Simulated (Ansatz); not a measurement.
`[SiH3]NC[SiH2]Cl`. Total charge 0; spin multiplicity 1. The geometry is a stationary point of PBE0-D4/def2-TZVP. It is one conformer, not always the lowest.

```xyz
13

Si    0.405   -1.015   -1.904
N     0.522    0.087   -0.588
C     0.166   -0.260    0.780
Si   -0.753    1.215    1.485
Cl   -1.122    0.974    3.500
H    -0.979   -1.558   -1.940
H     0.712   -0.256   -3.143
H     1.332   -2.183   -1.816
H     1.181    0.846   -0.657
H    -0.517   -1.116    0.773
H     1.022   -0.558    1.399
H     0.081    2.432    1.316
H    -2.051    1.391    0.794
```

(1) What is the dipole moment at r2SCAN/def2-TZVPP? (Estimate.)

(2) And with PBE, B3LYP, ωB97M-V? (Estimate.)

(3) Give the Mulliken charges with r2SCAN, ωB97M-V, B3LYP in def2-TZVPP. (An estimate is asked.)

Answers

(1) Ansatz gave: 1.47 D, with components (1.09, -0.03, -0.98) D in this frame, pointing from negative to positive charge.

(2) Ansatz gave: PBE 1.45 D, B3LYP 1.46 D, ωB97M-V 1.42 D.

(3) The calculation gave: 
```csv
atom,r2SCAN,ωB97M-V,B3LYP
Si1,0.36,0.24,0.33
N2,-0.36,-0.32,-0.32
C3,-0.12,-0.25,-0.17
Si4,0.48,0.36,0.45
Cl5,-0.27,-0.23,-0.27
H6,-0.08,-0.03,-0.07
H7,-0.07,-0.03,-0.07
H8,-0.09,-0.05,-0.08
H9,0.14,0.11,0.13
H10,0.07,0.12,0.10
H11,0.08,0.13,0.11
H12,-0.08,-0.03,-0.08
H13,-0.07,-0.02,-0.06
```

B3LYP here is the variant with VWN-RPA as its local correlation; programs differ in this.
